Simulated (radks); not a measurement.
Results of a calculation; reference values are marked as such.
Question: Nb2+, 39 electrons, occupied as [Kr] 4d1 5p2 (not the ground configuration). Level of theory: Dirac Kohn-Sham, PBE, spin-unpolarised, spherical densities, finite nucleus; open shells are shared between the two j in proportion to 2j + 1; Fermi nuclear charge, rms radius 4.324 fm (a radial shooting solver on a logarithmic mesh with Libxc functionals).

Spin-orbit splittings of the eigenvalues, e(l+1/2) - e(l-1/2), with zeta = 2 splitting/(2l+1) and mean radii in bohr:

shell  occ.  splitting (eV)  zeta (eV)  <r> j=l-1/2  <r> j=l+1/2
2p        6           95.77      63.84       0.1346       0.1391
3p        6           15.52      10.35       0.4385       0.4490
3d       10           2.892      1.157       0.4307       0.4342
4p        6           2.247      1.498        1.241        1.268
4d        1               ?          ?        1.674        1.686
5p        2          0.3222     0.2148        3.289        3.344

Estimate the 4d splitting.

Answer: 0.2487 eV (zeta = 0.09947 eV).
